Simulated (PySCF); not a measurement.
**Cs³⁹⁺ (caesium, charge +39) across methods**

[Ne] 3s2 3p4, high-spin 3P determinant. Calculation: PySCF 2.14, in an even-tempered Gaussian basis (18 s from 6.6 bohr⁻², ratio 2.5; 12 p from 8.6 bohr⁻², ratio 2.5; 5 d from 38 bohr⁻², ratio 2.7; 4 f from 57 bohr⁻², ratio 2.7); scalar relativity by spin-free X2C-1e.

| method | E (hartree) | mean ε 3s β (eV) | mean ε 3p α (eV) | mean ε 3p β (eV) | Σ⟨r²⟩ (bohr²) | ⟨S²⟩ |
| --- | --- | --- | --- | --- | --- | --- |
| PBE | -6486.07 | -3008.7 | -2852.0 | -2837.3 | 0.5867 | 2.000 |
| LDA | -6479.35 | -3007.3 | -2850.5 | -2835.5 | 0.5871 | 2.000 |
| r2SCAN | -6486.31 | -3011.0 | -2856.0 | -2839.6 | 0.5870 | 2.000 |
| UHF | -6485.29306 | -3049.0 | -2894.2 | -2875.9 | 0.5873 | 2.001 |
| BLYP | -6486.84 | -3008.7 | -2852.1 | -2837.4 | 0.5866 | 2.000 |
| PW91 | -6486.73 | -3009.2 | -2852.4 | -2837.9 | 0.5866 | 2.000 |

Task: Estimate the same row for PBE0.

Result: E (hartree) = -6486.06; mean ε 3s β (eV) = -3019.3; mean ε 3p α (eV) = -2862.9; mean ε 3p β (eV) = -2847.4; Σ⟨r²⟩ (bohr²) = 0.5868; ⟨S²⟩ = 2.000.

Spin-orbit coupling is strong in this species (close to jj coupling), so the high-spin LS determinant is a model state, not a physical level.
